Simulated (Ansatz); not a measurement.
Geometry optimisation, RKS PBE/def2-SVP (Ansatz 0.2.0).

Input file:

```yaml
crystal:
  periodic: [false, false, false]
  atoms:
    - { symbol: Sn, position_ang: [0.0, 0.0, 0.0] }
    - { symbol: H, position_ang: [0.923, 0.0, 1.7063] }
    - { symbol: Cl, position_ang: [2.5085, 0.0, 0.7209] }
    - { symbol: H, position_ang: [-0.8195, 1.4198, -0.5794] }
    - { symbol: Cl, position_ang: [-1.1351, -1.9666, -0.8025] }
basis:
  gaussian: { orbitals: def2-SVP }
hamiltonian:
  xc: pbe
relax:
  f_tol: 0.15
  max_steps: 25
  restrain:
    - { distance: [1, 2], at: 2.57, k: 30.0 }
    - { distance: [0, 1], at: 1.74, k: 30.0 }
    - { distance: [0, 2], at: 2.41, k: 30.0 }
```

Command:

```bash
$ ansatz run input.yaml --threads 1 --pin off --max-ram 2048MiB --backend cpu --events-out ev --progress --plain --runs-dir out
```

Question: Where does it end, and by what steps?

Answer: It converged. The restraints hold the end off the free minimum; the threshold counts their pulls, which the force column leaves out. Restrained pairs: H2–Cl3 (1.87 → 2.61 Å), Sn1–H2 (1.94 → 1.72 Å), Sn1–Cl3 (2.61 → 2.39 Å). After 4 steps the energy has fallen by 1.808 eV (the restraints' own energy left out); H2 moved furthest, 0.52 Å.

```json
{"step": "0", "energy less start (eV)": "0.0000", "largest force component (eV/Å)": "2.876", "accepted": "yes"}
{"step": "1", "energy less start (eV)": "-0.6921", "largest force component (eV/Å)": "1.573", "accepted": "yes"}
{"step": "2", "energy less start (eV)": "-1.2890", "largest force component (eV/Å)": "1.251", "accepted": "yes"}
{"step": "3", "energy less start (eV)": "-1.7658", "largest force component (eV/Å)": "1.072", "accepted": "yes"}
{"step": "4", "energy less start (eV)": "-1.8079", "largest force component (eV/Å)": "1.067", "accepted": "yes"}
```

```xyz
5
Properties=species:S:1:pos:R:3
Sn 0.061 0.046 0.226
H 0.443 -0.086 1.899
Cl 2.453 -0.012 0.232
H -0.584 1.414 -0.599
Cl -0.896 -1.908 -0.712
```

Time of the run: 13 s on 1 thread of Arm Neoverse V1, on a shared host, peak memory 0.12 GiB.
